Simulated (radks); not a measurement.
Problem. The mean radii <r> (bohr) of the occupied orbitals of an atom or ion are listed with their occupations. Method: scalar-relativistic Kohn-Sham, BP86, spin-polarised, spherical densities, finite nucleus; Fermi nuclear charge, rms radius of each element as measured or else 0.836 A^(1/3) + 0.57 fm; computed with a radial shooting solver on a logarithmic mesh with Libxc functionals.

orbital  occ.      <r>
1s down     1  0.02318
1s up       1  0.02318
2s up       1  0.09896
2s down     1  0.09895
2p up       3  0.08710
2p down     3  0.08710
3s up       1   0.2606
3s down     1   0.2604
3p up       3   0.2588
3p down     3   0.2587
3d up       5   0.2363
3d down     5   0.2361
4s up       1   0.5931
4s down     1   0.5929
4p up       3   0.6281
4p down     3   0.6279
4d up       5   0.6888
4d down     5   0.6891
5s up       1    1.432
5s down     1    1.450
5p up       3    1.668
5p down     3    1.698
4f up       5    1.016

Name the element and its charge. Open shells, if any, are filled with parallel spins first.

Solution. Z = 61, promethium, charge +2: Pm2+ in [Xe] 4f5. The 1s radius gives Z: for a bare nucleus <r> = (2 gamma + 1)/(2Z) with gamma = sqrt(1 - (Z/c)^2), 0.02288 bohr for Z = 61, and screening makes it slightly larger (0.02318 here). The occupations add up to 59, and the charge is Z minus that.
